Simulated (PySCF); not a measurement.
## How methods differ on the excitation energy of Ba

Ba [Xe] 6s2 (1S) → Ba [Xe] 6p2 (3P), as a difference of total energies. Computed with PySCF 2.14 in def2-TZVPP with the def2 core potential (46 electrons) (6s4p3d1f, 40 functions), with a scalar-relativistic core potential. Correlated levels: valence and next inner shell: nothing frozen outside the core potential. The calculations carry no spin-orbit coupling.

| method | excitation energy (cm⁻¹) |
| --- | --- |
| UHF | 27490 |
| MP2 (valence and next inner shell) | 31831 |
| SCS-MP2 (valence and next inner shell) | 32554 |
| CCSD (valence and next inner shell) | 28946 |
| CCSD(T) (valence and next inner shell) | 26430 |

The basis was made for the ground configuration and has no added diffuse functions, so the excitation energy can come out too high.

The coupled-cluster amplitudes are large for the upper state (T1 above 0.03 or a double amplitude above 0.15), so a single reference is strained.
